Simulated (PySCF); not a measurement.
F₂Sr. Atoms are numbered in the order given.

```xyz
3

Sr     0.0000     0.0000     0.2918
F      0.0000    -1.9366    -0.6161
F      0.0000     1.9366    -0.6161
```

Geometry optimised at B3LYP-D3(BJ)/def2-TZVP. The isomer is the one that the SMILES or the coordinates give; other isomers of the formula were not compared. The def2 effective core potentials stand for the cores of Sr; spin–orbit coupling is left out.

All values below come from PySCF with IEF-PCM-PBE0/def2-SVP.

The values are the electrostatic part of the solvation free energy, E(continuum) − E(gas) at the gas-phase geometry, in a cavity of scaled van der Waals radii (PySCF's table); cavitation and dispersion terms are not included. A continuum can't describe solvent molecules that bind to the metal. In vacuum the orbital gap is 6.26 eV. The dipole moment in vacuum is 6.05 D.

Computed values in water (ε = 78.36), diethylether (ε = 4.24), ethanol (ε = 24.85):
```tsv
solvent	ε	ΔG(elec) (kcal/mol)	dipole (D)	gap (eV)
water	78.36	-20.3	6.64	7.62
diethylether	4.24	-14.1	6.46	7.23
ethanol	24.85	-19.5	6.61	7.57
```
